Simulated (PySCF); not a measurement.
B3LYP has the VWN-RPA correlation part, as in Gaussian. 

Z-matrix (Å, degrees):
```
C
H 1 1.0867
C 1 1.5003 2 115.64
H 3 1.0915 1 112.28 2 -179.95
H 3 1.0950 4 107.60 1 -122.70
H 3 1.0950 4 107.59 5 -114.59
Si 1 1.7088 2 116.96 3 -179.99
H 7 1.4724 1 122.09 2 -0.03
H 7 1.4747 8 115.67 1 179.97
```
Charge 0, spin multiplicity 1.

Q: Predict the total energy, LUMO and dipole moment from PySCF with B3LYP-D3(BJ)/def2-TZVP.

A: 
```json
{
 "total_energy": "-369.3298 Ha",
 "LUMO": "-1.21 eV",
 "dipole_moment": "0.20 D"
}
```
